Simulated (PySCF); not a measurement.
CH6OSi. Atoms are numbered in the order given.

```xyz
9

Si    -0.1646     0.4484     0.1695
C      1.5611    -0.2392    -0.0279
O     -1.3284    -0.5928    -0.3834
H     -0.3329     1.6728    -0.6417
H     -0.3943     0.7694     1.6031
H      1.6998    -1.1467     0.5644
H      2.3019     0.4916     0.3073
H      1.7704    -0.4796    -1.0721
H     -1.4800    -1.4078     0.1004
```
Charge 0, spin multiplicity 1.

Geometry: B3LYP-D3(BJ)/def2-TZVP. One conformer was computed; it need not be the lowest.

The numbers are results of r2SCAN/def2-TZVPD (PySCF), not measurements.

Isolated molecule, no solvent.

```yaml
total_energy: -406.45142 hartree
highest_occupied_level: -7.31 eV
lowest_empty_level: -0.15 eV
orbital_gap: 7.16 eV
dipole_moment: 1.64 D
quadrupole, principal values (traceless, Buckingham form, about the centre of nuclear charge): -3.99, -1.59, 5.58 D·Å
mean_static_polarisability: 45.4 bohr³ (6.72 Å³)
polarisability_principal_values: 42.8, 43.9, 49.4 bohr³
```
